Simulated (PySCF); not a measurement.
**C2H10O2Si2**

The system: C2H10O2Si2, a small molecule; neutral, singlet. The structure, one conformer, was relaxed in the gas phase by PBE0-D3(BJ)/def2-SVP. No frequency run checks that it is a minimum.

SMILES: CC[SiH2]O[SiH2]O

```xyz
16

O     1.432   -0.991   -1.889
Si    1.930    0.487   -1.310
O     1.295    0.801    0.179
Si   -0.100    1.177    1.011
C    -1.142   -0.359    1.265
C    -1.663   -0.982   -0.028
H     1.765   -1.767   -1.428
H     3.411    0.518   -1.157
H     1.444    1.475   -2.308
H    -0.871    2.197    0.230
H     0.304    1.765    2.322
H    -0.536   -1.085    1.835
H    -1.976   -0.079    1.934
H    -2.252   -1.893    0.165
H    -2.314   -0.282   -0.577
H    -0.839   -1.254   -0.706
```
(Å; atoms numbered from 1)

Shieldings: GIAO PBE0/pcSseg-1. Shifts are against computed references at the same level: C TMS (σ 184.4 ppm), H TMS (σ 31.27 ppm), Si TMS (σ 352.0 ppm). Core levels by delta-SCF with SCAN, pcX-2 on the ionised atom and pcseg-1 elsewhere, spin-free X2C (2p3/2 is the spin-free 2p value less a third of a first-order spin-orbit splitting); from the vacuum level, for chosen atoms.

**Question.** Give the shieldings and core levels atom by atom.

**Answer.** 
```json
{"atoms": "O1", "bonded to": "1 Si + 1 H", "σ (ppm)": "267.2", "δ (ppm)": "-", "core level (eV)": "1s 538.66"}
{"atoms": "Si2", "bonded to": "2 O + 2 H", "σ (ppm)": "384.1", "δ (ppm)": "-32.1", "core level (eV)": "2p3/2 107.86"}
{"atoms": "O3", "bonded to": "2 Si", "σ (ppm)": "265.8", "δ (ppm)": "-", "core level (eV)": "1s 537.75"}
{"atoms": "Si4", "bonded to": "1 C + 1 O + 2 H", "σ (ppm)": "361.3", "δ (ppm)": "-9.3", "core level (eV)": "2p3/2 107.10"}
{"atoms": "C5", "bonded to": "1 C + 1 Si + 2 H", "σ (ppm)": "173.4", "δ (ppm)": "11.0", "core level (eV)": "1s 290.20"}
{"atoms": "C6", "bonded to": "1 C + 3 H", "σ (ppm)": "175.6", "δ (ppm)": "8.8", "core level (eV)": "-"}
{"atoms": "H7", "bonded to": "1 O", "σ (ppm)": "29.41", "δ (ppm)": "1.85", "core level (eV)": "-"}
{"atoms": "H8", "bonded to": "1 Si", "σ (ppm)": "26.31", "δ (ppm)": "4.96", "core level (eV)": "-"}
{"atoms": "H9", "bonded to": "1 Si", "σ (ppm)": "26.52", "δ (ppm)": "4.75", "core level (eV)": "-"}
{"atoms": "H10", "bonded to": "1 Si", "σ (ppm)": "26.26", "δ (ppm)": "5.00", "core level (eV)": "-"}
{"atoms": "H11", "bonded to": "1 Si", "σ (ppm)": "26.27", "δ (ppm)": "5.00", "core level (eV)": "-"}
{"atoms": "H12", "bonded to": "1 C", "σ (ppm)": "30.45", "δ (ppm)": "0.82", "core level (eV)": "-"}
{"atoms": "H13", "bonded to": "1 C", "σ (ppm)": "31.01", "δ (ppm)": "0.25", "core level (eV)": "-"}
{"atoms": "H14 H15 H16", "bonded to": "1 C", "σ (ppm)": "29.98", "δ (ppm)": "1.28", "core level (eV)": "-"}
```

Values are those of this one static structure, with the three H of a rotating XH3 group averaged; atoms that internal rotation interchanges would show their mean in an NMR spectrum.

**Question.** Which of Si2, Si4 holds its core electrons tightest, and by how much against the loosest?

**Answer.** Si2 (bonded to 2 O + 2 H), by 0.77 eV over Si4 (bonded to 1 C + 1 O + 2 H).

**Question.** By CAM-B3LYP/def2-SVPD (TDDFT singlets, Tamm-Dancoff triplets, ionisation by delta-SCF), where does absorption start, and what does vertical ionisation take?

**Answer.** The lowest singlet lies at 7.58 eV (f 0.013), the strongest of the first 6 at 8.14 eV (f 0.087), the lowest triplet at 7.31 eV; vertical ionisation takes 10.35 eV.

The 3 runs behind this took 3.3 min in all, one thread each of Intel Xeon 6975P-C on a shared host, launched as `OMP_NUM_THREADS=1 python cluster_run.py task.json out`.
